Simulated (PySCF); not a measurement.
Stretching SiSe

Set-up: Si cc-pV(T+d)Z, Se cc-pVTZ-PP with ECP10; scalar-relativistic core potentials (PySCF 2.14). Energies in eV from Si + Se in their ground configurations at the same level. All curves are PBE0. state 1: ¹Σ⁺ (singlet), closed shell; state 2: triplet, unpaired electrons π ↑↑, a mixture of terms (⟨Lz²⟩ = 2.0), a second solution, started from another occupation; state 3: ⁵Π (quintet), unpaired electrons σ ↑, π ↑↑↑, a second solution, started from another occupation.

| R (Å) | state 1 | state 2 | state 3 |
| --- | --- | --- | --- |
| 1.776 | -3.845 | 0.795 | 3.3945 |
| 1.859 | -4.760 | -0.617 | 1.9437 |
| 1.941 | -5.263 | -1.588 | 0.9365 |
| 2.003 | -5.439 | -2.095 | 0.4016 |
| 2.065 | -5.486 | -2.458 | 0.0117 |
| 2.127 | -5.431 | -2.704 | -0.2628 |
| 2.210 | -5.242 | -2.892 | -0.4931 |
| 2.313 | -4.877 | -2.961 | -0.6251 |
| 2.437 | -4.325 | -2.881 | -0.6414 |
| 2.602 | -3.506 | -2.611 | -0.5459 |

Question: Put a parabola through the three lowest points of the state 1 curve and estimate Re, k and ωe (reduced mass 20.72 u; 1 eV/Å² = 0.16022 mdyn/Å; ωe = 1302.8·√(k/μ) cm⁻¹).

Answer: Through R = 2.003, 2.065, 2.127 Å the second-order coefficient is 13.3 eV/Å², so Re ≈ 2.063 Å, k ≈ 4.25 mdyn/Å and ωe ≈ 590 cm⁻¹. A polynomial fit of higher order to the unrounded PBE0 energies gives Re = 2.060 Å, k = 4.27 mdyn/Å, ωe = 592 cm⁻¹; anharmonicity and rounding make the difference.

The higher-order fit for each curve: state 1: Re = 2.060 Å, ωe = 592 cm⁻¹, De = 5.49 eV; state 2: Re = 2.311 Å, ωe = 395 cm⁻¹, minimum 2.96 eV below the ground-state fragments; state 3: Re = 2.390 Å, ωe = 299 cm⁻¹, minimum 0.65 eV below the ground-state fragments.
